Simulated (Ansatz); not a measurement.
Ideal-gas functions of F2GeI2, SMILES `[F][Ge]([F])([I])[I]` at 500 K and 1 bar, from an Ansatz frequency run at PBE0-D4/def2-TZVP.

Molar mass 364.41 g/mol, point group C2v (symmetry number 2), electronic degeneracy 1, moments of inertia 311.953, 1180.222, 1352.601 u Å². Harmonic wavenumbers (cm⁻¹, unscaled): 69, 138, 140, 186, 196, 264, 317, 721, 738.

Use S(trans) = R[1.5 ln M + 2.5 ln T − 1.1517]; rotational temperatures θ = 24.2544 K / I; S(rot) = R[ln(√π/σ · √(T³/θAθBθC)) + 1.5]; for each mode x = 1.438777 ν̃/T, S = R[x/(eˣ − 1) − ln(1 − e⁻ˣ)] and H = RT x/(eˣ − 1); 1 cm⁻¹ = 0.0119627 kJ/mol; R = 8.31446 J/(mol·K).

Question: By hand: the entropy, in J/(mol·K).

Answer: Translation 193.2. Rotation: θ = 0.0778, 0.0206, 0.0179 K, giving 132.5. Vibration, mode by mode: 21.77, 16.05, 15.93, 13.61, 13.19, 10.80, 9.36, 3.59, 3.46, in all 107.8. Electronic 0.0. Sum 433.5 J/(mol·K).

Question: By hand: H − E and G − E in kJ/mol, counted from the electronic energy.

Answer: Zero-point energy ½ × 2769 × 0.0119627 = 16.6; thermal vibration 24.5; translation, rotation and pV give 4 RT = 16.6. H − E = 57.7 kJ/mol, and G − E = 57.7 − 500 × 433.5/1000 = -159.1 kJ/mol.

Vibration gives 25 % of the entropy, 53.7 J/(mol·K) of it from the modes under 150 cm⁻¹: soft modes count most, and the harmonic formula is weakest for them.
